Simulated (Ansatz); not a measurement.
`C/C([SiH3])=C\N`. The species carries charge 0 and has multiplicity 1. All single points use the PBE0-D4/def2-TZVP geometry. It is one conformer, not always the lowest.

```xyz
14

C     1.147   -0.504    0.820
C    -0.121   -0.103    0.115
Si   -1.766   -0.616    0.765
C    -0.065    0.627   -1.013
N     1.083    1.025   -1.649
H     1.772    0.366    1.061
H     0.949   -1.015    1.764
H     1.754   -1.183    0.210
H    -1.989   -0.126    2.157
H    -1.911   -2.101    0.827
H    -2.839   -0.071   -0.113
H    -0.976    0.914   -1.531
H     1.019    1.799   -2.285
H     1.942    0.986   -1.127
```

(1) What is the dipole moment at B3LYP/def2-TZVPP? (An estimate is asked.)

(2) And with PBE, r2SCAN, ωB97M-V? (Best estimate.)

(3) Give the Mulliken charges with B3LYP, r2SCAN, PBE in def2-TZVPP. (Estimate.)

## Answers

(1) Ansatz gave: 2.87 D, with components (1.95, 1.71, -1.23) D in this frame, pointing from negative to positive charge.

(2) Ansatz gave: PBE 2.98 D, r2SCAN 2.99 D, ωB97M-V 2.84 D.

(3) Ansatz gave: 
```json
{"atom": "C1", "B3LYP": "-0.30", "r2SCAN": "-0.18", "PBE": "-0.29"}
{"atom": "C2", "B3LYP": "-0.11", "r2SCAN": "-0.15", "PBE": "-0.05"}
{"atom": "Si3", "B3LYP": "0.28", "r2SCAN": "0.31", "PBE": "0.19"}
{"atom": "C4", "B3LYP": "0.02", "r2SCAN": "0.07", "PBE": "-0.02"}
{"atom": "N5", "B3LYP": "-0.28", "r2SCAN": "-0.32", "PBE": "-0.26"}
{"atom": "H6", "B3LYP": "0.07", "r2SCAN": "0.04", "PBE": "0.07"}
{"atom": "H7", "B3LYP": "0.08", "r2SCAN": "0.04", "PBE": "0.08"}
{"atom": "H8", "B3LYP": "0.10", "r2SCAN": "0.07", "PBE": "0.10"}
{"atom": "H9", "B3LYP": "-0.09", "r2SCAN": "-0.09", "PBE": "-0.07"}
{"atom": "H10", "B3LYP": "-0.09", "r2SCAN": "-0.09", "PBE": "-0.07"}
{"atom": "H11", "B3LYP": "-0.09", "r2SCAN": "-0.09", "PBE": "-0.07"}
{"atom": "H12", "B3LYP": "0.10", "r2SCAN": "0.07", "PBE": "0.08"}
{"atom": "H13", "B3LYP": "0.15", "r2SCAN": "0.17", "PBE": "0.17"}
{"atom": "H14", "B3LYP": "0.15", "r2SCAN": "0.16", "PBE": "0.16"}
```

B3LYP here is the variant with VWN-RPA as its local correlation; programs differ in this.
